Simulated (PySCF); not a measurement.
**Identify the compound**

An unknown has the formula C₇H₁₁ClSi. Its calculated NMR data are:

¹H NMR (600 MHz, computed): δ 4.59 (m, 1H), 3.17 (m, 1H), 2.38 (m, 1H), 1.99 (m, 1H), 1.93 (m, 1H), 1.92 (d, 1H), 1.91 (m, 1H), 1.58 (m, 1H), 1.11 (m, 1H), 1.02 (m, 1H), 0.63 (m, 1H).

¹³C{¹H} NMR (computed): δ 105.2 (CH), 86.3 (C), 48.8 (CH), 40.1 (CH2), 32.5 (CH2), 26.7 (CH2), 16.3 (CH2).

[PySCF 2.14: GFN2-xTB geometry; NMR shieldings at PBE0/pcSseg-1/GIAO; non-relativistic; in vacuum; single conformer]

Scale: TMS for ¹H and ¹³C (reference shieldings calculated alike).

Q: What is the structure?

A: 
1. The formula gives 3 degrees of unsaturation (1 ring in the answer).
2. 7 carbon signals for 7 carbons: no two carbons are equivalent.
3. Carbon types of the structure: 1 × C, 2 × CH, 4 × CH2, leaving 1 H on heteroatoms.
4. δC 105.2: terminal alkyne carbon.
5. δC 86.3: alkyne carbon; the triple bond shields along its axis, which puts it between sp3 and sp2 carbons.
6. δC 48.8: sp3 CH bonded to Cl and Si; deshielded by the electronegative neighbour.
7. δC 40.1, 32.5, 26.7: sp3 CH2 in a ring; saturated and bonded to C and H only.
8. δC 16.3: sp3 CH2 bonded to Si.
9. δH 3.17: hydrogen on an sp3 CH bonded to Cl and Si; its carbon carries Cl, hence the downfield position.
10. δH 1.92: hydrogen on a terminal alkyne carbon; it lies on the axis of the triple bond, in its shielding cone.

Structure: `C1[Si@@H](C#C)[C@@H](Cl)CCC1`.

This is the structure that produced the data.

Carbons that carry Cl, above all several Cl atoms, come out too deshielded, partly because spin–orbit coupling is missing. Shifts are as computed. Against solution values, carbons near 30 ppm lie about +3 ppm off and those near 130 ppm about +5 ppm; carbons on Cl a further +6 ppm. Of 1309 compounds with measured shifts, 239 miss one by over three times the rms of a fit or turn the order of signals round; such compounds aren't used in these exercises. Multiplicities follow the n + 1 count of equivalent neighbours, as no J values were calculated; m marks all less simple cases, F and P coupling included.
